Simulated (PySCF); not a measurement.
## Spin states of CaO

Unrestricted PBE0; basis Ca def2-SVP, O def2-SVP; no relativity; PySCF 2.14. Outer shells of the fragments: Ca 4s2; O 2s2 2p4.

Followed along the bond (rough minima from three points):

```json
{"2Ms+1": "1", "unpaired": "none", "⟨S²⟩ at the start": "0.00", "R at minimum (Å)": "1.80", "Te (eV)": "0.00"}
{"2Ms+1": "3", "unpaired": "σ ↑, π ↑", "⟨S²⟩ at the start": "2.00", "R at minimum (Å)": "2.06", "Te (eV)": "0.81"}
{"2Ms+1": "1", "unpaired": "σ ↓, π ↑", "⟨S²⟩ at the start": "1.01", "R at minimum (Å)": "2.06", "Te (eV)": "0.82"}
```

Solutions found at the starting distance of 2.190 Å, counted from the lowest of them; the search is not exhaustive and high or unbound solutions are not listed, so other states can lie among these:

| 2Ms+1 | unpaired | term | E (eV) | ⟨S²⟩ | ⟨Lz²⟩ | μ (D) |
| --- | --- | --- | --- | --- | --- | --- |
| 3 | σ ↑, π ↑ | ³Π | 0.00 | 2.00 | 1.01 | -4.01 |
| 1 | σ ↓, π ↑ | mixed | 0.01 | 1.01 | 1.01 | -4.01 |
| 1 | none | ¹Σ⁺ | 0.32 | 0.00 | 0.00 | -9.40 |
| 3 | π ↑↑ | mixed | 2.05 | 2.00 | 2.01 | -3.80 |
| 1 | π ↑↓ | mixed | 2.09 | 1.01 | 2.01 | -3.80 |
| 3 | π ↑↑ | mixed | 2.10 | 2.00 | 2.01 | -3.82 |
| 3 | π ↑, δ ↑ | mixed | 2.36 | 2.00 | 5.01 | -7.22 |
| 1 | π ↑, δ ↓ | mixed | 2.36 | 1.01 | 5.01 | -7.19 |
| 1 | π ↑, δ ↓ | mixed | 2.36 | 1.01 | 4.89 | -7.10 |
| 3 | π ↑, δ ↑ | mixed | 2.37 | 2.00 | 4.80 | -7.06 |

A term symbol is given only where ⟨S²⟩ and ⟨Lz²⟩ are close to those of a pure state; real π, δ and φ orbitals otherwise mix terms. A positive dipole means Ca(−)O(+).

**Question.** Compare the gap between the two lowest followed solutions at the starting distance with the gap between their minima.

**Answer.** At PBE0 the second solution (triplet, unpaired electrons σ ↑, π ↑) lies -0.32 eV from the first (singlet, closed shell) at 2.190 Å and +0.81 eV at the minima; the two curves relax by different amounts, since their minima lie near 2.06 and 1.80 Å.

Counting both spins, an empty level lies below a filled one in some of these solutions, because spin and occupation are held.
